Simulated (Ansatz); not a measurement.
Ansatz (a first-principles code) input (B3LYP-D3(BJ)/def2-TZVP):

Ansatz 0.2 input:
```yaml
crystal:
  periodic: [false, false, false]
  atoms:
    - {symbol: La, position_ang: [0.00000000, -0.00000000, 0.00000000]}
    - {symbol: Br, position_ang: [-2.26074380, -1.74308589, -0.35770988]}
    - {symbol: Br, position_ang: [-0.02578936, 2.64161005, -1.13951681]}
    - {symbol: Br, position_ang: [2.28653316, -0.89852416, 1.49722668]}
basis:
  gaussian:
    orbitals: def2-TZVP
hamiltonian:
  xc: b3lyp
  dispersion: d3bj
total_charge: -1
magnetization: {spin_polarized: true, initial_magnetization: 1}
phonons: {temperatures: {t_min: 298.15, t_max: 298.15, t_step: 100}}
```

Output:

```
Functional definition: B3LYP
integrals: 0.20 GiB planned
1420 factors; integrals over basis functions are off by at most 1.8e-4 eV
mean field: 2.72 GiB planned
mean field evaluation 1: about -211009.8160 eV, gradient 1.2e1 eV
mean field evaluation 2: about -211010.0032 eV, gradient 7.0e0 eV
mean field evaluation 4: about -211010.1494 eV, gradient 5.5e-1 eV
mean field evaluation 8: about -211010.1742 eV, gradient 4.4e-2 eV
mean field evaluation 16: about -211009.6303 eV, gradient 3.0e0 eV
mean field -211010.17426121 eV, -7754.4808762663 hartree, gradient 5.0e-5 eV, S^2 0.750914; 1 other end points of the search recorded, 0 dependent functions left out
the calculation of the forces begins
reference -211010.17454041 eV, -7754.4808865268 hartree; 59, 58 occupied and 125, 126 virtual orbitals, 1420 factors
these checks for a lower state are left out or cut short: stability, starts, cluster_reference, orbital_swaps, neighbouring_geometries, increment
integrals: 0.20 GiB planned
1420 factors; integrals over basis functions are off by at most 1.8e-4 eV
mean field: 2.72 GiB planned
mean field -211010.17424092 eV, -7754.4808755208 hartree, gradient 1.2e-6 eV, S^2 0.750914; 0 other end points of the search recorded, 0 dependent functions left out
the calculation of the forces begins
reference -211010.17452013 eV, -7754.4808857813 hartree; 59, 58 occupied and 125, 126 virtual orbitals, 1420 factors
these checks for a lower state are left out or cut short: stability, starts, cluster_reference, orbital_swaps, neighbouring_geometries, increment
integrals: 0.20 GiB planned
1420 factors; integrals over basis functions are off by at most 1.8e-4 eV
mean field: 2.72 GiB planned
mean field -211010.17424102 eV, -7754.4808755243 hartree, gradient 1.3e-6 eV, S^2 0.750914; 0 other end points of the search recorded, 0 dependent functions left out
the calculation of the forces begins
reference -211010.17452022 eV, -7754.4808857847 hartree; 59, 58 occupied and 125, 126 virtual orbitals, 1420 factors
these checks for a lower state are left out or cut short: stability, starts, cluster_reference, orbital_swaps, neighbouring_geometries, increment
integrals: 0.20 GiB planned
1420 factors; integrals over basis functions are off by at most 1.8e-4 eV
mean field: 2.72 GiB planned
mean field evaluation 32: about -211010.1518 eV, gradient 1.5e-1 eV
mean field -211010.17420927 eV, -7754.4808743575 hartree, gradient 1.4e-6 eV, S^2 0.750914; 0 other end points of the search recorded, 0 dependent functions left out
the calculation of the forces begins
reference -211010.17448846 eV, -7754.4808846176 hartree; 59, 58 occupied and 125, 126 virtual orbitals, 1420 factors
these checks for a lower state are left out or cut short: stability, starts, cluster_reference, orbital_swaps, neighbouring_geometries, increment
integrals: 0.20 GiB planned
1420 factors; integrals over basis functions are off by at most 1.8e-4 eV
mean field: 2.72 GiB planned
mean field -211010.17429999 eV, -7754.4808776915 hartree, gradient 1.9e-6 eV, S^2 0.750914; 0 other end points of the search recorded, 0 dependent functions left out
the calculation of the forces begins
reference -211010.17457921 eV, -7754.4808879525 hartree; 59, 58 occupied and 125, 126 virtual orbitals, 1420 factors
these checks for a lower state are left out or cut short: stability, starts, cluster_reference, orbital_swaps, neighbouring_geometries, increment
integrals: 0.20 GiB planned
1420 factors; integrals over basis functions are off by at most 1.8e-4 eV
mean field: 2.72 GiB planned
mean field -211010.17424567 eV, -7754.4808756954 hartree, gradient 1.1e-6 eV, S^2 0.750914; 0 other end points of the search recorded, 0 dependent functions left out
the calculation of the forces begins
reference -211010.17452487 eV, -7754.4808859557 hartree; 59, 58 occupied and 125, 126 virtual orbitals, 1420 factors
these checks for a lower state are left out or cut short: stability, starts, cluster_reference, orbital_swaps, neighbouring_geometries, increment
integrals: 0.20 GiB planned
1420 factors; integrals over basis functions are off by at most 1.8e-4 eV
mean field: 2.72 GiB planned
mean field -211010.17427412 eV, -7754.4808767409 hartree, gradient 2.7e-6 eV, S^2 0.750914; 0 other end points of the search recorded, 0 dependent functions left out
the calculation of the forces begins
reference -211010.17455333 eV, -7754.4808870016 hartree; 59, 58 occupied and 125, 126 virtual orbitals, 1420 factors
these checks for a lower state are left out or cut short: stability, starts, cluster_reference, orbital_swaps, neighbouring_geometries, increment
integrals: 0.20 GiB planned
1420 factors; integrals over basis functions are off by at most 1.8e-4 eV
mean field: 2.72 GiB planned
mean field -211010.17430664 eV, -7754.4808779357 hartree, gradient 2.3e-6 eV, S^2 0.750914; 0 other end points of the search recorded, 0 dependent functions left out
the calculation of the forces begins
reference -211010.17458585 eV, -7754.4808881967 hartree; 59, 58 occupied and 125, 126 virtual orbitals, 1420 factors
these checks for a lower state are left out or cut short: stability, starts, cluster_reference, orbital_swaps, neighbouring_geometries, increment
integrals: 0.20 GiB planned
1420 factors; integrals over basis functions are off by at most 1.8e-4 eV
mean field: 2.72 GiB planned
mean field evaluation 64: about -211010.1518 eV, gradient 1.5e-1 eV
mean field -211010.17419736 eV, -7754.4808739197 hartree, gradient 1.7e-6 eV, S^2 0.750914; 0 other end points of the search recorded, 0 dependent functions left out
the calculation of the forces begins
reference -211010.17447655 eV, -7754.4808841798 hartree; 59, 58 occupied and 125, 126 virtual orbitals, 1420 factors
Total energy: -211010.44595580 eV, -7754.4908608582 hartree
Atom 0 at     0.000000     0.000000     0.000000 Å, force    -0.000014    -0.000011    -0.000002 eV/Å
Atom 1 at    -2.260744    -1.743086    -0.357710 Å, force    -0.000085    -0.000066    -0.000013 eV/Å
Atom 2 at    -0.025789     2.641610    -1.139517 Å, force     0.000010     0.000099    -0.000037 eV/Å
Atom 3 at     2.286533    -0.898524     1.497227 Å, force     0.000089    -0.000022     0.000053 eV/Å
Dipole moment:     0.000000     0.000000     0.000000 e Å
Vibrations: 27.62 39.43 39.43 152.76 194.00 194.00 cm⁻¹, zero-point energy 0.040124 eV
```

The spin state was set by rule; other spins were not relaxed.
